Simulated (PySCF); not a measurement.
## Working out the ionisation energy of V

V [Ar] 3d3 4s2 (4F) → V⁺ [Ar] 3d4 (5D). Calculation: PySCF 2.14, in cc-pVDZ; no relativity, point nucleus. Frozen: [Ar]. Energies in hartree (1 hartree = 27.21139 eV):

```tsv
part	V (lower)	V⁺ (upper)
UHF	-942.889635	-942.672782
MP2 opposite-spin	-0.028554	0.000000
MP2 same-spin	-0.020333	-0.037532
```

**Question.** What does Hartree-Fock give?

**Answer.** (-942.672782) − (-942.889635) = 0.216853 hartree = 5.901 eV.

**Question.** What do MP2 and SCS-MP2 (6/5 opposite-spin, 1/3 same-spin) give?

**Answer.** The opposite-spin parts differ by 0.777 eV and the same-spin parts by -0.468 eV. MP2: 5.901 + (0.777) + (-0.468) = 6.210 eV. SCS-MP2: 5.901 + 1.2 × (0.777) + (-0.468)/3 = 6.677 eV.

Measured between the centres of the two terms (NIST): 6.732 eV, so MP2 (valence) is off by -0.522 eV.

The calculation is non-relativistic.

A double-zeta basis recovers only part of the correlation energy.

What remains against the reference includes basis incompleteness, the frozen core and correlation beyond second order.
